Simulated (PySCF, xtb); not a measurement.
C3H7BO2, SMILES OB1CC(O)C1. The values are those of a single conformer.

Harmonic wavenumbers (cm⁻¹) from GFN2-xTB (xtb) at its own minimum, in rising order: 69, 265, 283, 308, 405, 426, 552, 562, 701, 772, 890, 898, 927, 972, 1017, 1069, 1102, 1156, 1180, 1204, 1212, 1276, 1341, 1416, 1435, 1445, 2856, 2995, 3000, 3009, 3012, 3553, 3579.

Problem. What does PySCF with B3LYP-D3(BJ)/def2-SVP give at its own minimum? (Estimate from the structure and the level; the computed values follow.)

Solution. 92, 279, 308, 334, 425, 453, 523, 552, 676, 729, 875, 906, 920, 941, 993, 1061, 1105, 1169, 1182, 1186, 1237, 1327, 1384, 1388, 1417, 1500, 2973, 3035, 3041, 3109, 3113, 3804, 3827. Paired by order, the mean absolute difference is 45 cm⁻¹ and the zero-point energies are 64.2 and 65.6 kcal/mol.
